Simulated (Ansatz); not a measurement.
Relaxation of C2H6BN (10 atoms, charge 0, multiplicity 1), to a largest force component of 0.02 eV/Å in at most 40 steps.

Computed with RKS B3LYP-D4/6-31G* in Ansatz.

```xyz
10
Properties=species:S:1:pos:R:3
B -0.863 0.441 -1.368
C -0.168 0.256 -0.169
C 0.134 -1.153 0.302
N 0.278 1.233 0.768
H -1.483 0.539 -2.327
H -0.272 -1.298 1.303
H 1.214 -1.316 0.342
H -0.301 -1.890 -0.367
H 1.201 1.018 1.130
H 0.261 2.169 0.387
```

Where does it end, and by what steps?

The forces met the threshold. After 6 steps the energy has fallen by 0.037 eV; H9 moved furthest, 0.14 Å.

```csv
step,energy less start (eV),largest force component (eV/Å),accepted
0,0.0000,0.673,yes
1,-0.0288,0.194,yes
2,-0.0343,0.093,yes
3,-0.0360,0.119,yes
4,-0.0367,0.057,yes
5,-0.0370,0.077,yes
6,-0.0372,0.018,yes
```

```xyz
10
Properties=species:S:1:pos:R:3
B -0.831 0.429 -1.354
C -0.141 0.280 -0.149
C 0.111 -1.151 0.289
N 0.305 1.246 0.799
H -1.499 0.470 -2.319
H -0.347 -1.332 1.270
H 1.190 -1.348 0.379
H -0.291 -1.886 -0.418
H 1.283 1.093 1.047
H 0.220 2.199 0.456
```

Whether the end is a true minimum wasn't checked by a vibrational analysis.

The run took 25 s on 1 thread of Arm Neoverse N1, with other jobs on the host, peak memory 0.13 GiB.
